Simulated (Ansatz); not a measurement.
One elementary step

Start structure (CH$_{6}$SSn, closed shell), relaxed at PBE0-D4/def2-TZVP:

Sn1  (-0.469, 0.455, -0.622)
S2  (1.416, -0.013, -2.051)
C3  (-0.253, -0.630, 1.204)
H4  (-0.163, -1.693, 0.983)
H5  (-1.820, -0.064, -1.525)
H6  (-0.537, 2.140, -0.334)
H7  (2.301, 0.567, -1.225)
H8  (-1.119, -0.464, 1.846)
H9  (0.645, -0.297, 1.724)
(Å)

The step: CH₆SSn ([CH3][SnH2][SH]) → CH₄Sn ([CH2][SnH2]) + H₂S; bonds formed: S2–H4; bonds broken: Sn1–S2, C3–H4. Computed with Ansatz 0.2.0 (basis: def2-TZVPP and def2-QZVPP); correlated methods freeze the cores. Filled d shells of the heavier atoms are correlated. Core potentials replace the inner electrons of the atoms past krypton. The def2 sets are not built for correlating such inner shells, so the correlated values are less sure here. Extrapolation: Hartree–Fock as exp(−7.88 √X), correlation as X^−2.97. Energies below are by CCSD(T) at an estimated basis limit (MP2 extrapolated from triple and quadruple zeta, plus CCSD(T) − MP2 in triple zeta).

Problem. What are the electronic barrier and the energy of the step, from the start structure to the end structure? (To be estimated.)

Solution. By the calculation: Barrier 3.198 eV; step energy 2.852 eV (uphill); reverse barrier, their difference, 0.346 eV. Barrier and step energy count from the start structure, the reverse barrier from the end structure.

The saddle point: One imaginary mode of 426i cm⁻¹.
```json
{"pair": "S2–H4", "start (Å)": "3.81", "saddle (Å)": "1.45", "end (Å)": "1.34"}
{"pair": "Sn1–S2", "start (Å)": "2.41", "saddle (Å)": "2.92", "end (Å)": "3.39"}
{"pair": "C3–H4", "start (Å)": "1.09", "saddle (Å)": "1.92", "end (Å)": "3.93"}
```

Zero-point energy (harmonic, PBE0-D4): ZPE is 1.597 eV at the start and 1.423 eV at the saddle, so the barrier goes from 3.198 to 3.025 eV.

First-order rate constant out of the start structure at 498 K by transition-state theory, with harmonic vibrational free energies alone and no tunnelling: ΔA‡ = 3.097 eV, so k = (kB T/h) exp(−ΔA‡/kB T) ≈ 10^-18 s⁻¹ (an order of magnitude at best: rotation, the number of equivalent paths and anharmonicity are left out).

T1 diagnostic: at most 0.018. The restricted Hartree–Fock reference is unstable towards an unrestricted one at one or more of these structures.

Labels in which every atom is bracketed show which atoms are joined, not bond orders.

For scale, one of the runs: CCSD(T)/def2-TZVPP, 207 basis functions, launched by `ansatz run in.yaml --threads 4 --pin off --events-out ev --progress --plain --max-ram 9574MiB`. Time: 73 s of wall clock on 4 CPU threads of an Arm Neoverse V2; the host was shared. Peak host memory: 2.9 GiB.
